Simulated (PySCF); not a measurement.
A PySCF script (with the pyscf-properties extension) for the NMR shieldings of `CB[SiH2]C[C@@H]([SiH3])C[SiH3]`, C4H17BSi3, on a GFN2-xTB geometry:

```python
import basis_set_exchange as bse
import numpy as np
from pyscf import gto, dft
from pyscf.prop import nmr

atoms = """
C     4.316124   -0.022936    0.400772
B     2.946773    0.529109    0.933529
Si    1.401903    0.775713   -0.243706
C     0.050722   -0.506973    0.220247
C    -1.103045   -0.641109   -0.773311
Si   -2.201345   -2.133236   -0.309693
C    -1.887195    0.661340   -0.948150
Si   -2.623033    1.461014    0.609742
H     4.921354    0.849052    0.137105
H     4.246407   -0.625133   -0.502977
H     4.896387   -0.576728    1.137591
H     2.893321    0.817622    2.071886
H     1.648542    0.573806   -1.689451
H     0.801922    2.125158   -0.171840
H    -0.348364   -0.262989    1.207041
H     0.534076   -1.483646    0.321647
H    -0.657054   -0.873607   -1.751408
H    -3.379486   -2.177165   -1.178062
H    -2.615872   -2.065433    1.092672
H    -1.412961   -3.355328   -0.501613
H    -2.700793    0.479504   -1.656630
H    -1.233183    1.398148   -1.424202
H    -1.585647    1.995065    1.495865
H    -3.471611    2.577836    0.179852
H    -3.448877    0.505063    1.352231
"""
names = dict.fromkeys(["C", "B", "Si", "H"], "pcSseg-1")
basis = {el: gto.basis.parse(bse.get_basis(n, elements=[el], fmt="nwchem")) for el, n in names.items()}
mol = gto.M(atom=atoms, basis=basis, charge=0, verbose=0)
mf = dft.RKS(mol, xc="PBE0")
mf.grids.level = 2
mf.grids.alignment = dft.numint.BLKSIZE   # the property module wants whole blocks of grid points
mf.conv_tol = 1e-9
mf.kernel()

calc = nmr.RKS(mf)   # GIAO
C = mf.mo_coeff
Co = C[:, mf.mo_occ > 0]
resp = mf.gen_response(singlet=True, hermi=2)
def vind(x):   # induced exchange potential for any number of trial vectors
    d = np.einsum("pi,xij,qj->xpq", C, 2 * x.reshape(-1, C.shape[1], Co.shape[1]), Co, optimize=True)
    return np.einsum("xpq,pi,qj->xij", resp(d - d.transpose(0, 2, 1)), C, Co, optimize=True).ravel()
mo1, _ = nmr.rhf.solve_mo1(calc, with_cphf=vind)
sigma = calc.kernel(mo1)
for i, s in enumerate(sigma):   # ppm
    print("%2d %-2s %9.2f" % (i, mol.atom_pure_symbol(i), np.trace(s) / 3))
```

Question: Give the expected output.

Answer: 
```
 0 C     161.67
 1 B     -13.56
 2 Si    418.37
 3 C     174.96
 4 C     166.69
 5 Si    410.45
 6 C     173.92
 7 Si    434.21
 8 H      30.85
 9 H      29.41
10 H      29.53
11 H      21.49
12 H      28.01
13 H      27.32
14 H      30.99
15 H      30.81
16 H      30.08
17 H      27.83
18 H      27.78
19 H      27.97
20 H      30.51
21 H      30.06
22 H      27.69
23 H      28.03
24 H      27.76
```

These numbers come from an equivalent density-fitted implementation of the same equations, which agrees with the script to about 0.01 ppm for H and up to a few tenths of a ppm for heavy atoms, so last digits may differ.

Size and cost of the density-fitted run: 242 basis functions, 110 s wall time on 1 thread of an Arm Neoverse N1, shared host; peak memory 1.1 GiB.
